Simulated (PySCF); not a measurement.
Cartesian coordinates in Å; atom numbers follow the order of the lines, from 1:
```xyz
13

O     2.5149   -1.5227    0.4190
C     2.0293   -0.4756    0.0882
O     2.7493    0.5797   -0.2880
C     0.5547   -0.1978    0.0468
N     0.1654    1.0057   -0.3492
C    -1.1348    1.2342   -0.3803
C    -2.0623    0.2657   -0.0189
C    -1.5423   -0.9600    0.3779
N    -0.2429   -1.1909    0.4119
H     3.6965    0.3684   -0.2523
H    -1.4332    2.2228   -0.7048
H    -3.1226    0.4551   -0.0459
H    -2.1765   -1.7841    0.6778
```

Geometry: GFN2-xTB; GIAO shifts from PySCF, gas phase, non-relativistic, averaged over equivalent atoms.

At PBE0/6-31G-J (124 basis functions, 33 s wall time on 1 thread of an x86-64 server CPU, shared host):
```tsv
atoms	δ (ppm)
O1	444.1
O3	198.4
N5/N9	338.3
```

δ = σ(ref) − σ, references computed at the same level: H2O for ¹⁷O (σ = 311.11 ppm); ¹⁵N (σ = 254.67 ppm) vs NH3.

**Question.** Estimate the result of repeating the calculation with PBE0/ANO-RCC-VDZP.

**Answer.** 
```tsv
atoms	δ at PBE0/ANO-RCC-VDZP	change
O1	413.3	-30.8
O3	195.0	-3.4
N5/N9	340.3	+2.0
```

Chemical shifts δ = σref − σ; ¹⁷O (σref 334.43) vs H2O; ¹⁵N (σref 274.18) against NH3, all at this level.

The largest change is at O1 (carbonyl oxygen). Cost: 146 basis functions, 74 s wall time on 1 thread of an x86-64 server CPU, shared host.

The C=O carbon of an acid or of an amide with N–H lies up to 10 ppm further downfield in solution, through hydrogen bonding that the calculation lacks. Unscaled 17O shifts of doubly bonded oxygen tend to come out too high, by tens of ppm or more. Experimental scales use liquid or dissolved standards, which lie at an offset from isolated NH3 (liquid NH3: subtract about 20 ppm) and H2O (liquid H2O: subtract about 36 ppm). Unscaled 15N shifts of sp2 nitrogen come out 20 to 40 ppm too high even then.
